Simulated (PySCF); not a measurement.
As2, triplet, geometry from GFN2-xTB (a higher spin typed on purpose: for a closed-shell molecule this is an excited state); DF-B3LYP/aug-cc-pVTZ in PySCF.

Input for PySCF:
```python
from pyscf import gto, scf, dft

mol = gto.M(
    atom='''
As   -0.00000000   -0.00000000   -1.12716632
As    0.00000000    0.00000000    1.12716632
''',
    basis='aug-cc-pvtz',
    spin=2,
    verbose=4,
)

mf = dft.UKS(mol)
mf.xc = 'b3lyp'
mf = mf.density_fit(auxbasis='def2-universal-jkfit')
mf.kernel()
mf.analyze()
```

The log (banner, timings and long lists left out):

```
PySCF version 2.14.0

[INPUT] verbose = 4
[INPUT] num. atoms = 2
[INPUT] num. electrons = 66
[INPUT] charge = 0
[INPUT] spin (= nelec alpha-beta = 2S) = 2
[INPUT] symmetry False subgroup None
[INPUT] Mole.unit = angstrom
[INPUT] Symbol           X                Y                Z      unit          X                Y                Z       unit  Magmom
[INPUT]  1 As     0.000000000000   0.000000000000  -1.127166320000 AA    0.000000000000   0.000000000000  -2.130035641634 Bohr   0.0
[INPUT]  2 As     0.000000000000   0.000000000000   1.127166320000 AA    0.000000000000   0.000000000000   2.130035641634 Bohr   0.0

nuclear repulsion = 255.629525326786
number of shells = 28
number of NR pGTOs = 254
number of NR cGTOs = 118
basis = aug-cc-pvtz
ecp = {}

******** <class 'pyscf.df.df_jk.DFUKS'> ********
method = DFUKS
initial guess = minao
damping factor = 0
level_shift factor = 0
DIIS = <class 'pyscf.scf.diis.CDIIS'>
diis_start_cycle = 1
diis_space = 8
diis_damp = 0
SCF conv_tol = 1e-09
SCF conv_tol_grad = None
SCF max_cycles = 50
direct_scf = False
number electrons alpha = 34  beta = 32
XC library pyscf.dft.libxc version 7.1.2
    S. Lehtola, C. Steigemann, M. J. T. Oliveira, and M. A. L. Marques,  SoftwareX 7, 1–5 (2018)
XC functionals = b3lyp
    P. J. Stephens, F. J. Devlin, C. F. Chabalowski, and M. J. Frisch,  J. Phys. Chem. 98, 11623 (1994)
radial grids:
    Treutler-Ahlrichs [JCP 102, 346 (1995); DOI:10.1063/1.469408] (M4) radial grids

becke partition: Becke, JCP 88, 2547 (1988); DOI:10.1063/1.454033
pruning grids: <function nwchem_prune>
grids dens level: 3
symmetrized grids: False
atomic radii adjust function: <function treutler_atomic_radii_adjust>
small_rho_cutoff = 0
Set gradient conv threshold to 3.16228e-05
tot grids = 40848
******** <class 'pyscf.df.df.DF'> ********
auxbasis = def2-universal-jkfit
init E= -4470.4841695766

cycle= 1 E= -4471.84537865863  delta_E= -1.36  |g|= 0.251  |ddm|= 1.46
cycle= 2 E= -4471.85384968417  delta_E= -0.00847  |g|= 0.186  |ddm|= 0.414
cycle= 3 E= -4471.85994679107  delta_E= -0.0061  |g|= 0.0137  |ddm|= 0.164
cycle= 4 E= -4471.86023792455  delta_E= -0.000291  |g|= 0.00601  |ddm|= 0.033
cycle= 5 E= -4471.86032019202  delta_E= -8.23e-05  |g|= 0.00249  |ddm|= 0.0183
cycle= 6 E= -4471.86034096328  delta_E= -2.08e-05  |g|= 0.00087  |ddm|= 0.0101
cycle= 7 E= -4471.86034486208  delta_E= -3.9e-06  |g|= 0.000156  |ddm|= 0.00583
cycle= 8 E= -4471.86034496794  delta_E= -1.06e-07  |g|= 1.95e-05  |ddm|= 0.00122
cycle= 9 E= -4471.86034496906  delta_E= -1.12e-09  |g|= 2.11e-06  |ddm|= 0.000121
cycle= 10 E= -4471.86034496907  delta_E= -1.09e-11  |g|= 2.57e-07  |ddm|= 1.42e-05
Extra cycle  E= -4471.86034496907  delta_E= 8.19e-12  |g|= 8.7e-08  |ddm|= 7.46e-07
converged SCF energy = -4471.86034496907  <S^2> = 2.0056198  2S+1 = 3.0037442
**** SCF Summaries ****
Total Energy =                       -4471.860344969065409
Nuclear Repulsion Energy =             255.629525326785853
One-electron Energy =                -6738.365021058062666
Two-electron Energy =                 2010.875150762210978
Two-electron Coulomb Energy =         2177.034523514172633
DFT Exchange-Correlation Energy =     -166.159372751961570
**** MO energy ****
                             alpha | beta                alpha | beta
MO #1   energy= -425.886803738081  | -425.885202953068  occ= 1 | 1
MO #2   energy= -425.886803450129  | -425.885202669893  occ= 1 | 1
MO #3   energy= -53.8682989422418  | -53.8675070633142  occ= 1 | 1
MO #4   energy= -53.8682713878901  | -53.8674796732662  occ= 1 | 1
MO #5   energy= -48.1569202446438  | -48.1552555077918  occ= 1 | 1
MO #6   energy= -48.1569189716374  | -48.1552542476137  occ= 1 | 1
MO #7   energy= -48.1557945003958  | -48.1538812671267  occ= 1 | 1
MO #8   energy= -48.1557932453799  | -48.1538739893708  occ= 1 | 1
MO #9   energy= -48.1544348810534  | -48.1533188138783  occ= 1 | 1
MO #10  energy= -48.1544276263607  | -48.1533175409897  occ= 1 | 1
MO #11  energy= -7.0151446017608   | -7.0125967370266   occ= 1 | 1
MO #12  energy= -7.01507588136998  | -7.01252868937666  occ= 1 | 1
MO #13  energy= -5.07361403303237  | -5.07074601791163  occ= 1 | 1
MO #14  energy= -5.07357089144186  | -5.07070141223467  occ= 1 | 1
MO #15  energy= -5.07166627610048  | -5.06707362615429  occ= 1 | 1
MO #16  energy= -5.07162186645317  | -5.06657949698199  occ= 1 | 1
MO #17  energy= -5.06797052325517  | -5.06607914388966  occ= 1 | 1
MO #18  energy= -5.06747509151702  | -5.06603642693721  occ= 1 | 1
MO #19  energy= -1.66294505457648  | -1.66169928454798  occ= 1 | 1
MO #20  energy= -1.66246170184055  | -1.65937126125628  occ= 1 | 1
MO #21  energy= -1.66209107152687  | -1.65814522502798  occ= 1 | 1
MO #22  energy= -1.6620868159422   | -1.65790678811302  occ= 1 | 1
MO #23  energy= -1.66203208688783  | -1.65756260776818  occ= 1 | 1
MO #24  energy= -1.66094966652188  | -1.65704952917778  occ= 1 | 1
MO #25  energy= -1.65981168189009  | -1.65635550264356  occ= 1 | 1
MO #26  energy= -1.65791508838932  | -1.65615451359396  occ= 1 | 1
MO #27  energy= -1.65678512477933  | -1.65325900034156  occ= 1 | 1
MO #28  energy= -1.65423118890173  | -1.65186344786874  occ= 1 | 1
MO #29  energy= -0.666740611729297 | -0.634214610743112 occ= 1 | 1
MO #30  energy= -0.514661094289259 | -0.479707332108158 occ= 1 | 1
MO #31  energy= -0.296486118498581 | -0.274480264319281 occ= 1 | 1
MO #32  energy= -0.288029358480522 | -0.255994331509733 occ= 1 | 1
MO #33  energy= -0.265960373212059 | -0.181413436060366 occ= 1 | 0
MO #34  energy= -0.194242020189194 | -0.114278030029369 occ= 1 | 0
MO #35  energy= -0.124655412462972 | -0.0828010532939598 occ= 0 | 0
MO #36  energy= -0.017889538086997 | -0.0115792960330698 occ= 0 | 0
MO #37  energy= 0.000884177318400958 | 0.00420269218030356 occ= 0 | 0
MO #38  energy= 0.0277514524433261 | 0.0291532142175539 occ= 0 | 0
MO #39  energy= 0.0293011257220344 | 0.0334843357177226 occ= 0 | 0
MO #40  energy= 0.038523186871549  | 0.0391259065813392 occ= 0 | 0
MO #41  energy= 0.0431676519693762 | 0.0492210822963415 occ= 0 | 0
MO #42  energy= 0.0522662421317714 | 0.0564581649256917 occ= 0 | 0

To work with the spin densities directly, `use mulliken_meta_spin()` only printing them here.

 ** Mulliken spin pop alpha/beta on meta-lowdin orthogonal AOs **
 ** Mulliken Spin Density (per AO)  **
spin_pop of  0 As 1s       -0.00000
spin_pop of  0 As 2s       -0.00000
spin_pop of  0 As 3s        0.00001
spin_pop of  0 As 4s        0.00838
spin_pop of  0 As 5s       -0.00043
spin_pop of  0 As 6s        0.00003
spin_pop of  0 As 7s       -0.00001
spin_pop of  0 As 2px       0.00000
spin_pop of  0 As 2py       0.00000
spin_pop of  0 As 2pz      -0.00000
spin_pop of  0 As 3px       0.00007
spin_pop of  0 As 3py       0.00000
spin_pop of  0 As 3pz      -0.00000
spin_pop of  0 As 4px       0.91120
spin_pop of  0 As 4py       0.08104
spin_pop of  0 As 4pz      -0.00838
spin_pop of  0 As 5px       0.00288
spin_pop of  0 As 5py       0.00064
spin_pop of  0 As 5pz       0.00027
spin_pop of  0 As 6px       0.00029
spin_pop of  0 As 6py       0.00004
spin_pop of  0 As 6pz       0.00001
spin_pop of  0 As 7px       0.00012
spin_pop of  0 As 7py      -0.00001
spin_pop of  0 As 7pz       0.00001
spin_pop of  0 As 3dxy     -0.00006
spin_pop of  0 As 3dyz     -0.00001
spin_pop of  0 As 3dz^2    -0.00003
spin_pop of  0 As 3dxz     -0.00005
spin_pop of  0 As 3dx2-y2   -0.00006
spin_pop of  0 As 4dxy      0.00004
spin_pop of  0 As 4dyz      0.00023
spin_pop of  0 As 4dz^2     0.00053
spin_pop of  0 As 4dxz      0.00297
spin_pop of  0 As 4dx2-y2    0.00002
spin_pop of  0 As 5dxy      0.00001
spin_pop of  0 As 5dyz     -0.00000
spin_pop of  0 As 5dz^2     0.00005
spin_pop of  0 As 5dxz      0.00002
spin_pop of  0 As 5dx2-y2    0.00001
spin_pop of  0 As 6dxy      0.00000
spin_pop of  0 As 6dyz      0.00004
spin_pop of  0 As 6dz^2     0.00001
spin_pop of  0 As 6dxz      0.00031
spin_pop of  0 As 6dx2-y2    0.00000
spin_pop of  0 As 4f-3      0.00005
spin_pop of  0 As 4f-2     -0.00001
spin_pop of  0 As 4f-1     -0.00008
spin_pop of  0 As 4f+0     -0.00040
spin_pop of  0 As 4f+1      0.00018
spin_pop of  0 As 4f+2     -0.00001
spin_pop of  0 As 4f+3      0.00003
spin_pop of  0 As 5f-3      0.00000
spin_pop of  0 As 5f-2      0.00000
spin_pop of  0 As 5f-1      0.00000
spin_pop of  0 As 5f+0      0.00001
spin_pop of  0 As 5f+1      0.00004
spin_pop of  0 As 5f+2      0.00000
spin_pop of  0 As 5f+3     -0.00000
spin_pop of  1 As 1s       -0.00000
spin_pop of  1 As 2s       -0.00000
spin_pop of  1 As 3s        0.00001
spin_pop of  1 As 4s        0.00838
spin_pop of  1 As 5s       -0.00043
spin_pop of  1 As 6s        0.00003
spin_pop of  1 As 7s       -0.00001
spin_pop of  1 As 2px       0.00000
spin_pop of  1 As 2py       0.00000
spin_pop of  1 As 2pz      -0.00000
spin_pop of  1 As 3px       0.00007
spin_pop of  1 As 3py       0.00000
spin_pop of  1 As 3pz      -0.00000
spin_pop of  1 As 4px       0.91120
spin_pop of  1 As 4py       0.08104
spin_pop of  1 As 4pz      -0.00838
spin_pop of  1 As 5px       0.00288
spin_pop of  1 As 5py       0.00064
spin_pop of  1 As 5pz       0.00027
spin_pop of  1 As 6px       0.00029
spin_pop of  1 As 6py       0.00004
spin_pop of  1 As 6pz       0.00001
spin_pop of  1 As 7px       0.00012
spin_pop of  1 As 7py      -0.00001
spin_pop of  1 As 7pz       0.00001
spin_pop of  1 As 3dxy     -0.00006
spin_pop of  1 As 3dyz     -0.00001
spin_pop of  1 As 3dz^2    -0.00003
spin_pop of  1 As 3dxz     -0.00005
spin_pop of  1 As 3dx2-y2   -0.00006
spin_pop of  1 As 4dxy      0.00004
spin_pop of  1 As 4dyz      0.00023
spin_pop of  1 As 4dz^2     0.00053
spin_pop of  1 As 4dxz      0.00297
spin_pop of  1 As 4dx2-y2    0.00002
spin_pop of  1 As 5dxy      0.00001
spin_pop of  1 As 5dyz     -0.00000
spin_pop of  1 As 5dz^2     0.00005
spin_pop of  1 As 5dxz      0.00002
spin_pop of  1 As 5dx2-y2    0.00001
spin_pop of  1 As 6dxy      0.00000
spin_pop of  1 As 6dyz      0.00004
spin_pop of  1 As 6dz^2     0.00001
spin_pop of  1 As 6dxz      0.00031
spin_pop of  1 As 6dx2-y2    0.00000
spin_pop of  1 As 4f-3      0.00005
spin_pop of  1 As 4f-2     -0.00001
spin_pop of  1 As 4f-1     -0.00008
spin_pop of  1 As 4f+0     -0.00040
spin_pop of  1 As 4f+1      0.00018
spin_pop of  1 As 4f+2     -0.00001
spin_pop of  1 As 4f+3      0.00003
spin_pop of  1 As 5f-3      0.00000
spin_pop of  1 As 5f-2      0.00000
spin_pop of  1 As 5f-1      0.00000
spin_pop of  1 As 5f+0      0.00001
spin_pop of  1 As 5f+1      0.00004
spin_pop of  1 As 5f+2      0.00000
spin_pop of  1 As 5f+3     -0.00000
 ** Mulliken Spin Density (per atom)  **
spin density of  0 As =      1.00000
spin density of  1 As =      1.00000
 ** Mulliken pop alpha/beta on meta-lowdin orthogonal AOs **
 ** Mulliken pop       alpha | beta **
In total            34.00000 | 32.00000
 ** Mulliken atomic charges   ( Nelec_alpha | Nelec_beta ) **
charge of  0As =     -0.00000  (    17.00000     16.00000 )
charge of  1As =      0.00000  (    17.00000     16.00000 )
Dipole moment(X, Y, Z, Debye): -0.00000, -0.00000,  0.00000
```
